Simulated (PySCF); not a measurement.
C3H3F5O.
SMILES with atom numbers: `[OH:1][C@@H:2]([CH:3]([F:4])[F:5])[C:6]([F:7])([F:8])[F:9]` (hydrogens: H10 on O1; H11 on C2; H12 on C3)

Computed geometry: GFN2-xTB, gas phase.

Problem. Give the optimised bond lengths and angles.

Solution. 
| bond | length (Å) |
| --- | --- |
| O1–C2 | 1.389 |
| C2–C3 | 1.542 |
| C3–F4 | 1.343 |
| C3–F5 | 1.356 |
| C2–C6 | 1.536 |
| C6–F7, C6–F8 | 1.328 |
| C6–F9 | 1.347 |
| O1–H10 | 0.967 |
| C2–H11 | 1.105 |
| C3–H12 | 1.100 |

Bonds in one row agree within 0.01 Å and their mean is given. A selection of angles:
| angle | degrees |
| --- | --- |
| O1–C2–C3 | 112.7 |
| O1–C2–C6 | 107.5 |
| C3–C2–C6 | 110.1 |
| C2–C3–F4 | 111.3 |
| C2–C3–F5 | 108.1 |
| F4–C3–F5 | 106.3 |
| C2–C6–F7 | 111.5 |
| C2–C6–F8 | 113.4 |
| C2–C6–F9 | 109.9 |
| F7–C6–F8 | 107.9 |
| H10–O1–C2 | 110.2 |

Torsions: O1–C2–C3–F4 48° (synclinal); O1–C2–C6–F7 64° (synclinal); H10–O1–C2–C3 45° (synclinal).

The C–F distances run from 1.326 Å (C6–F8, drawn single) to 1.356 Å (C3–F5, drawn single), a spread of 0.030 Å. O1 (alcohol oxygen) is bent (angle 110.2°). Of the pairs four or more bonds apart, F9···H12 is among the closest relative to their van der Waals radii: 2.49 Å, 93 % of the sum of Bondi's values.

Point group: C1 (no symmetry element, even within 0.4 Å). No frequency check. The numbers are those of one conformer (H–O1–C2–C3 45°, O1–C2–C3–F4 48°).
